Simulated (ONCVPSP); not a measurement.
titanium (Ti) ONCV: all-electron and pseudo phase curves

Ti, optimised norm-conserving Vanderbilt (ONCV), made with ONCVPSP 4.0.1 (LDA (Perdew-Wang 92), scalar-relativistic). Core [Ne] 3s2, reference 3p6 3d2 4s1 4p1. Waves: 4s: rc 2.50 bohr, ncon 4, nbas 8, qcut 2.9 1/bohr, 2 projectors, debl 3.3 Ha; 3p+4p: rc 2.10 bohr, ncon 5, nbas 9, qcut 6.7 1/bohr, 2 projectors; 3d: rc 2.55 bohr, ncon 3, nbas 8, qcut 5.8 1/bohr, 2 projectors, debl 0.8 Ha. Local part: polynomial inside 1.35 bohr (lpopt 1, dvloc0 0 Ha). Core correction: Teter function, fcfact 3.75, rcfact 1.45.

The phase is arctan(r·R′/R) of the radial function R(r), unwrapped; energies in Ha, scanned from -3 to 5 Ha. A pole is an energy at which the radial function vanishes at the test radius. The pseudo phase is shifted by a multiple of π to meet the all-electron one at the reference energy, and phase errors are pseudo minus all-electron; the curves can meet again beyond the range given. Levels narrower than the energy grid can be missing from the lists of poles.

Problem. For each channel, where are the poles, and over which energies does the pseudopotential scatter like the atom?

Solution.

```csv
channel,radius (bohr),reference energy (Ha),"poles, all-electron","poles, pseudo",unbroken range about the reference energy with phases within 0.05 rad,phase error 1 Ha above the reference energy (rad)
s,2.54,-0.20,"-2.32, 1.26","1.02, 1.48",-2.1 to 1.0,-0.023
p,2.13,-0.08,"-1.34, 3.09","-1.34, 3.09",the whole range,+0.000
d,2.58,-0.21,"-0.07, 2.30","-0.07, 2.38",below 3.1,+0.000
```

Note: no bound ghost flagged; GHOST(+) flagged for s at 33.4 eV.

Phases in the p channel:

```
E (Ha)  all-electron  pseudo
 -2.98         1.287   1.287
 -2.76         1.264   1.264
 -2.54         1.232   1.232
 -2.32         1.187   1.187
 -2.10         1.107   1.107
 -1.88         0.920   0.920
 -1.66        -0.030  -0.030
 -1.44        -1.419  -1.419
 -1.22        -1.683  -1.683
 -1.00        -1.798  -1.798
 -0.78        -1.886  -1.886
 -0.56        -1.975  -1.975
 -0.34        -2.086  -2.086
 -0.12        -2.245  -2.245
  0.10        -2.499  -2.499
  0.32        -2.913  -2.913
  0.54        -3.446  -3.445
  0.76        -3.881  -3.881
  0.98        -4.149  -4.149
  1.20        -4.311  -4.311
  1.42        -4.416  -4.416
  1.64        -4.489  -4.489
  1.86        -4.544  -4.544
  2.08        -4.586  -4.586
  2.30        -4.621  -4.621
  2.52        -4.650  -4.650
  2.74        -4.676  -4.676
  2.96        -4.699  -4.700
  3.18        -4.722  -4.722
  3.40        -4.743  -4.743
  3.62        -4.765  -4.765
  3.84        -4.787  -4.788
  4.06        -4.812  -4.813
  4.28        -4.840  -4.841
  4.50        -4.873  -4.875
  4.72        -4.915  -4.918
  4.94        -4.972  -4.976
```
